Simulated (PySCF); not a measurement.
SMILES CCO[Si](C)OCC (C₅H₁₃O₂Si), doublet, GFN2-xTB optimised geometry.

```
21

C     -0.11    -2.85    -3.48
C      0.23    -2.95    -2.00
O      0.04    -1.71    -1.39
Si     0.68    -1.11     0.00
C      2.59    -1.11     0.00
O      0.26     0.47     0.00
C     -0.97     1.04    -0.34
C     -2.05     0.70     0.68
H      0.02    -3.81    -3.96
H     -1.14    -2.52    -3.60
H      0.54    -2.12    -3.96
H      1.27    -3.28    -1.87
H     -0.42    -3.69    -1.51
H      2.96    -0.61    -0.89
H      2.98    -0.58     0.86
H      2.97    -2.12     0.02
H     -1.27     0.69    -1.33
H     -0.81     2.12    -0.38
H     -2.98     1.19     0.42
H     -2.21    -0.38     0.69
H     -1.74     1.01     1.67
```

Density from unrestricted PBE0/def2-SVP run with PySCF 2.14.0 at that geometry.

Minimum of the electron density along straight lines between bonded atoms, close to the bond critical point (lines longer than 1.1 times the sum of covalent radii, or with two minima, are not listed):

```csv
bond,length / Å,ρ at the minimum / e bohr⁻³,∇²ρ there / e bohr⁻⁵,position (fraction from the first atom)
C1–C2,1.522,0.249,-0.59,0.49
C2–O3,1.395,0.257,-0.26,0.34
O3–Si4,1.643,0.122,…,0.59
Si4–C5,1.902,0.112,…,0.38
Si4–O6,1.630,0.127,1.06,0.41
O6–C7,1.395,0.256,-0.25,0.67
C7–C8,1.522,0.249,-0.59,0.51
C1–H9,1.087,0.276,-1.01,0.62
C1–H10,1.087,0.277,-1.02,0.63
C1–H11,1.087,0.277,-1.02,0.63
C2–H12,1.097,0.280,-1.04,0.63
C2–H13,1.098,0.280,-1.05,0.63
C5–H14,1.089,0.270,-0.96,0.63
C5–H15,1.083,0.273,-0.99,0.63
C5–H16,1.085,0.272,-0.97,0.62
C7–H17,1.096,0.282,-1.07,0.63
C7–H18,1.096,0.282,-1.07,0.63
C8–H19,1.087,0.276,-1.01,0.62
C8–H20,1.087,0.276,-1.01,0.62
C8–H21,1.087,0.277,-1.02,0.63
```

Question: What belongs in the gaps?

Answer: 
- O3–Si4, ∇²ρ there / e bohr⁻⁵: 1.00
- Si4–C5, ∇²ρ there / e bohr⁻⁵: 0.30
